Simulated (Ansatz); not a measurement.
input.yaml

```yaml
crystal:
  lattice:
    - [11.18, 0.0, 0.0]
    - [0.0, 11.18, 0.0]
    - [0.0, 0.0, 11.18]
  atoms:
    - { symbol: Rb, position: [0.0, 0.0, 0.0] }
    - { symbol: Rb, position: [0.5, 0.0, 0.0] }
    - { symbol: Rb, position: [0.0, 0.5, 0.0] }
    - { symbol: Rb, position: [0.0, 0.0, 0.5] }
    - { symbol: Rb, position: [0.25, 0.25, 0.25] }
    - { symbol: Rb, position: [0.5, 0.5, 0.0] }
    - { symbol: Rb, position: [0.5, 0.0, 0.5] }
    - { symbol: Rb, position: [0.75, 0.25, 0.25] }
    - { symbol: Rb, position: [0.0, 0.5, 0.5] }
    - { symbol: Rb, position: [0.25, 0.75, 0.25] }
    - { symbol: Rb, position: [0.25, 0.25, 0.75] }
    - { symbol: Rb, position: [0.5, 0.5, 0.5] }
    - { symbol: Rb, position: [0.75, 0.75, 0.25] }
    - { symbol: Rb, position: [0.75, 0.25, 0.75] }
    - { symbol: Rb, position: [0.25, 0.75, 0.75] }
    - { symbol: Rb, position: [0.75, 0.75, 0.75] }
    - { symbol: Rb, position: [0.12029924, 0.74784347, 0.00063795] }
basis:
  ecutwfc: 420.0
kpoints:
  mp_grid: { grid: [2, 2, 2] }
hamiltonian:
  xc: pbe
  dispersion: d3bj
scf:
  occupations: { method: gaussian, width: 0.1 }
  lower_state_search: "off"
relax:
  f_tol: 0.03
  max_steps: 60
  adjacent_minimum: "off"
```

Launched with:

```bash
$ ansatz run input.yaml --threads 4 --pin off --max-ram 10240MiB --backend cpu --events-out ev --progress --plain --runs-dir out
```

Hardware: 4 threads of Intel(R) Xeon(R) Platinum 8488C (Sapphire Rapids), on a shared host.

Q: Roughly how long does this run take, and how much memory?

A: 120 s, with a peak of 3 GiB, for 13 ionic steps.
